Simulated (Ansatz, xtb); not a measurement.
## Two isomers of C2H5BrGeSi

We compare a, `[GeH3][C]#C[SiH2]Br`, a singlet, with b, `C#[C][GeH2][SiH2]Br`, a singlet. Both are isolated molecules in the gas phase, relaxed with PBE-D3(BJ)/def2-SVP, each in the lowest conformer that the search found.

Problem. Which of the two would you expect CCSD(T)/def2-SVP + ΔMP2/def2-TZVPP electronic energies to favour?

Solution. Structure a; the calculation gives E(b) − E(a) = +23.0 kJ/mol.

The same difference at several levels:

| level | geometry | E(b) − E(a) (kJ/mol) | departure from the last row (kJ/mol) | job, with rough time for the two |
| --- | --- | --- | --- | --- |
| GFN2-xTB | GFN2-xTB | −4.6 | −27.6 | optimisation, 0.16 s |
| HF/STO-3G | GFN2-xTB | +30.4 | +7.4 | single point, 0.46 s |
| r2SCAN-D4/def2-SVP | GFN2-xTB | +23.0 | 0.0 | single point, 3 s |
| PBE-D3(BJ)/def2-SVP | PBE-D3(BJ)/def2-SVP | +13.4 | −9.6 | optimisation, 16 s |
| HF/def2-SVP | PBE-D3(BJ)/def2-SVP | +31.7 | +8.7 | part of the CCSD(T) run |
| MP2/def2-SVP | PBE-D3(BJ)/def2-SVP | +29.6 | +6.6 | part of the CCSD(T) run |
| CCSD(T)/def2-SVP | PBE-D3(BJ)/def2-SVP | +25.0 | +2.0 | single point |
| CCSD(T)/def2-SVP + ΔMP2/def2-TZVPP | PBE-D3(BJ)/def2-SVP | +23.0 |  | single point, 50 s |

As drawn, b has 1 Ge–Si, 1 C–H in place of 1 C–Si, 1 Ge–H.

GFN2-xTB puts the two in the other order. The largest departure from CCSD(T)/def2-SVP + ΔMP2/def2-TZVPP is that of GFN2-xTB, 27.6 kJ/mol. The last row adds to CCSD(T) the change of the MP2 difference between the two basis sets, here −2.0 kJ/mol.

With thermal terms from frequencies at re-optimised GFN2-xTB minima (ideal gas, soft modes damped towards free rotors, one conformer each, 298.15 K, 1 atm): on the last row, ΔE + ΔZPE = +26.9, ΔH = +26.9, ΔG = +28.8 kJ/mol.

The correlated steps freeze 25 core orbitals; the filled d shell of Br and Ge is correlated, in a basis made for valence electrons. Programs: Ansatz 0.2.0, xtb 6.7.1; the last row on 4 threads of Arm Neoverse V2 on a shared host.
